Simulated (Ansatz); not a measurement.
Ca₂Se₂. The state is a singlet with charge 0. Geometry PBE0-D4/def2-SVP, basis def2-TZVP, Ansatz.

```xyz
4

Ca    0.903   -1.321   -0.491
Ca   -0.903    1.321    0.492
Se    1.590    0.661    1.144
Se   -1.590   -0.661   -1.145
```

```tsv
run	HOMO (eV)	LUMO (eV)
A	-4.25	-2.31
B	-4.55	-1.78
C	-4.51	-2.21
D	-5.28	-1.75
E	-4.41	-2.27
```

The structure comes from a short search, and lower isomers may exist.

The runs used B97M-V, BLYP, PBE, PBE0, r2SCAN. Estimate which is which.

A BLYP (0 % exact exchange); B r2SCAN (0 % exact exchange); C B97M-V (0 % exact exchange); D PBE0 (25 % exact exchange); E PBE (0 % exact exchange). Exact exchange lowers occupied and raises empty levels; among semilocal functionals meta-GGAs tend to open the gap a little, and such runs are hard to tell apart. The gap grows from 1.94 eV (BLYP) to 3.53 eV (PBE0).
